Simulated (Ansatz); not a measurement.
**What each rung costs, and what it gives**

Saddle point of SiNH₄ClF₂, singlet (SiHClF₂ ([F][SiH]([F])[Cl]) + NH₃ → SiNH₃F₂ ([NH2][SiH]([F])[F]) + HCl; bonds formed: Cl2–H6; dative contacts that become bonds: Si1–N7; bonds broken: Si1–Cl2, H6–N7), PBE0-D4/def2-TZVP structure:

Si1  (-0.768, 0.058, -0.505)
Cl2  (1.986, -0.427, -1.301)
F3  (-1.011, -1.454, -0.855)
F4  (-2.113, 0.533, 0.204)
H5  (-0.510, 1.007, -1.578)
H6  (1.333, -0.121, 0.226)
N7  (0.397, 0.089, 0.881)
H8  (0.448, 0.974, 1.376)
H9  (0.236, -0.658, 1.552)
(Å)

Barriers are electronic and count from the start structure reached by relaxing down the imaginary mode.

Ansatz 0.2.0; basis: as named in each row; cores frozen in the correlated methods. B3LYP uses VWN-RPA correlation. Extrapolation: Hartree–Fock as exp(−7.88 √X), correlation as X^−2.97.

Times are rough, for one single point on 4 threads of a shared host (Arm Neoverse N1).

The estimate by CCSD(T) at an estimated basis limit (MP2 extrapolated from triple and quadruple zeta, plus CCSD(T) − MP2 in triple zeta) is 0.819 eV.

| method | basis | time (s) | barrier (eV) | method less estimate |
| --- | --- | --- | --- | --- |
| HF | STO-3G | under 1 | 0.665 | -0.153 |
| PBE-D4 | STO-3G | under 1 | 0.197 | -0.622 |
| SPW92 | def2-SVP | under 1 | 0.757 | -0.062 |
| B3LYP-D4 | 6-31G | 1 | 0.765 | -0.054 |
| PBE-D4 | def2-SVP | 1 | 0.820 | 0.001 |
| SPW92 | def2-TZVPP | 2 | 0.634 | -0.185 |
| PBE0-D4 | def2-SVP | 2 | 0.898 | 0.080 |
| PBE-D4 | def2-TZVPP | 3 | 0.703 | -0.116 |
| BLYP-D4 | def2-TZVPP | 3 | 0.665 | -0.154 |
| B3LYP-D4 | def2-TZVPP | 4 | 0.715 | -0.103 |
| BHLYP-D4 | def2-TZVPP | 4 | 0.784 | -0.034 |
| PBE0-D4 | def2-TZVPP | 4 | 0.759 | -0.060 |
| CAM-B3LYP-D4 | def2-TZVPP | 4 | 0.751 | -0.068 |
| r2SCAN-D4 | def2-TZVPP | 6 | 0.747 | -0.071 |
| CCSD(T) | def2-SVP | 6 | 1.114 | 0.295 |
| wB97M-V | def2-SVP | 7 | 0.984 | 0.165 |
| r2SCAN0-D4 | def2-TZVPP | 7 | 0.782 | -0.037 |
| RPA on PBE | def2-TZVPP | 7 | 0.882 | 0.063 |
| B2PLYP | def2-TZVPP | 8 | 0.769 | -0.050 |
| PBE-QIDH | def2-TZVPP | 8 | 0.819 | 0.000 |
| wB97X-V | def2-TZVPP | 11 | 0.838 | 0.020 |
| B97M-V | def2-TZVPP | 12 | 0.872 | 0.053 |
| wB97M-V | def2-TZVPP | 12 | 0.837 | 0.019 |
| MP2 | def2-QZVPP | 26 | 0.803 | -0.015 |
| CCSD(T) | def2-TZVPP | 210 | 0.854 | 0.036 |

All methods are single points on the PBE0-D4 structures.

No T1 diagnostic of these runs exceeds 0.011.

The step is the kind of exchange with an N–H group that builds nitride films in atomic layer and chemical vapour deposition.

Labels in which every atom is bracketed show which atoms are joined, not bond orders.
